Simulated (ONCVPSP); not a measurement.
**Varying the ONCV potential for Cu (Z = 29)**

Base potential:

- Element: Cu (Z = 29)
- Generator: ONCVPSP 4.0.1
- Type: optimised norm-conserving Vanderbilt (ONCV)
- Functional: PBE
- Relativity: scalar-relativistic
- Frozen core: [Ne]
- Valence charge: 19
- Reference configuration: 3s2 3p6 3d10 4s1
- Partial waves: 3s+4s: rc 1.35 bohr, ncon 3, nbas 6, qcut 9.1 1/bohr, 2 projectors; 3p: rc 0.95 bohr, ncon 4, nbas 8, qcut 13.1 1/bohr, 2 projectors, debl 3.8 Ha; 3d: rc 1.45 bohr, ncon 3, nbas 8, qcut 13.1 1/bohr, 1 projector
- Local potential: polynomial inside 0.75 bohr (lpopt 5, dvloc0 0 Ha)
- Core correction: Teter function, fcfact 3, rcfact 1.35

All-electron outer shells of the reference configuration (PBE, scalar-relativistic, ld1.x):

```
shell  level (eV)  outermost node (bohr)  outermost maximum (bohr)
   2p     -916.98                      –                      0.16
   3s     -114.70                   0.29                      0.61
   3p      -72.14                   0.26                      0.62
   3d       -5.04                      –                      0.60
   4s       -4.61                   0.89                      2.27
```

Cutoffs, loose and tight: the cutoffs (Ha) at which the residual kinetic energy of the hardest occupied pseudo-wave falls to 1 and 0.1 mHa per electron. They do not see the model core or the augmentation charge, which bear on the density cutoff. Test errors are all-electron minus pseudo excitation energies from the reference, over the configurations 3s2 3p6 3d10 4s0; 3s2 3p6 3d9 4s0; 3s2 3p6 3d8 4s0; 3s2 3p5 3d10 4s1. A dash means not determined; rows that change the core or the reference have their own tests. The largest error is taken over the tests solved by every variant that gives reliable tests at all: 3s2 3p5 3d10 4s1; 3s2 3p6 3d10 4s0; 3s2 3p6 3d9 4s0.

| change | outcome | cutoff, loose | cutoff, tight | bound ghosts | GHOST(+) flags above zero | largest test error (meV) |
| --- | --- | --- | --- | --- | --- | --- |
| base | generated | 57 Ha | 65 Ha | none | none | -159 |
| core correction Teter function, fcfact 3, rcfact 1.1 | generated | 57 Ha | 65 Ha | none | none | -158 |
| core correction Teter function, fcfact 3, rcfact 1.18 | generated | 57 Ha | 65 Ha | none | none | -158 |
| p: ncon 3, nbas 7 | generated | 57 Ha | 65 Ha | none | none | -161 |
| functional LDA (Perdew-Wang 92) | generated | 57 Ha | 65 Ha | none | none | -151 |
| core [Ar], valence charge 11; reference 3d10 4s1; waves now 4s: rc 1.90 bohr, ncon 3, nbas 7, qcut 4.3 1/bohr, 2 projectors, debl 0.8 Ha; p scattering state at 0.29 Ha: rc 1.60 bohr, ncon 3, nbas 7, qcut 4.7 1/bohr, 2 projectors, debl 1.7 Ha; 3d: rc 1.60 bohr, ncon 4, nbas 9, qcut 7.7 1/bohr, 3 projectors, debl 0.8 Ha; local potential polynomial inside 1.05 bohr (lpopt 5, dvloc0 -1 Ha) | failed: ERROR pspot: first pseudo wave function has node, program will stop | – | – | – | – | – |
| d: rc 2.1 | failed: ERROR pspot: first pseudo wave function has node, program will stop | – | – | – | – | – |
| s: qcut 8.6 | generated | 57 Ha | 65 Ha | none | none | -159 |
| local potential polynomial inside 0.75 bohr (lpopt 5, dvloc0 9.5 Ha) | generated | 57 Ha | 65 Ha | none | none | -160 |
